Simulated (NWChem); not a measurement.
VO, quartet; SMILES [O]=[V]

```xyz
2

V      0.0000     0.0000    -0.4158
O      0.0000     0.0000     1.1528
```
Atoms are numbered in this order, from 1.

Level: B3LYP/6-31G* (spherical d), spin-unrestricted (NWChem), optimised geometry, unscaled harmonic frequencies. B3LYP is NWChem's, with the RPA form of VWN correlation.

Task: List the harmonic frequencies with IR intensities, and the thermochemistry.

Result: 
```
frequency (cm⁻¹)  IR intensity (km/mol)
----------------  ---------------------
1114                              187.0
```

```yaml
zero_point_energy: 1.6 kcal/mol
thermal correction to the enthalpy at 298.15 K (with zero-point energy): 3.7 kcal/mol
heat capacity Cv: 5.2 cal/(mol K)
dipole_moment: 2.88 D
```

Rigid rotor and harmonic oscillator.
